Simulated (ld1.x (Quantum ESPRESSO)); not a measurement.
barium (Ba), TM: configuration errors across variants

```
Element                 : barium (Ba)
Generator               : ld1.x (Quantum ESPRESSO) 7.5
Type                    : norm-conserving Troullier–Martins (Kleinman–Bylander form)
Functional              : LDA (PZ)
Relativity              : scalar-relativistic
Frozen core             : [Xe]
Valence charge          : 2
Reference configuration : 5d0 6s1.5 6p0 (charge +0.5)
Partial waves           : 6p (bound, empty): rc 3.85 bohr; 5d (bound, empty): rc 2.40 bohr; 6s (bound): rc 3.45 bohr
Local potential         : the s channel
Core correction         : Bessel-smoothed model core, default radius (core density twice the valence density)
```

All-electron excitation energies from the reference (eV): (1) 5d0 6s2 6p0 -2.211; (2) 5d0 6s1 6p0 3.332; (3) 5d0 6s1 6p1 -0.088; (4) 5d1 6s0 6p0 4.060; (5) 5d0.5 6s1.5 6p0 -1.568; (6) 5d1 6s1 6p0 -0.861; (7) 5d0 6s0 6p2 2.156; (8) 5d0 6s1.5 6p0 spin -0.028; (9) 5d0 6s1 6p0 spin 3.185.

Spin tests fill each open shell by Hund’s rule, majority spin first.

3 further variants failed, have other tests or another functional or relativity, and are left out.

A true bound ghost makes a file unfit for plane-wave use even where its test errors are small: the radial tests pick states by their node count and pass the ghost by.

Errors AE − PS in meV (a dash: test not solved or not reliable):

```csv
change,(1),(2),(3),(4),(5),(6),(7),(8),(9),bound ghosts
base,-0.3,-2.4,-1.2,-51,-16,-48,-14,0.0,-4.7,none
wave 6s (bound): rc 3.45 bohr becomes 6s (bound): rc 3.56 bohr,-0.4,-2.5,-1.1,-54,-16,-50,-13,0.0,-4.5,none
wave 6p (bound): rc 3.85 bohr becomes 6p (bound): rc 2.34 bohr,-0.3,-2.4,+1363,-51,-16,-48,+2849,0.0,-4.7,p
```

Question: Give the same row for: all radii but the core radius scaled by about 0.94 (s 3.24, p 3.60, d 2.24 bohr).

Answer: +0.1, -2.1, -0.8, -41, -13, -41, -10, -0.1, -5.3; bound ghosts: p.
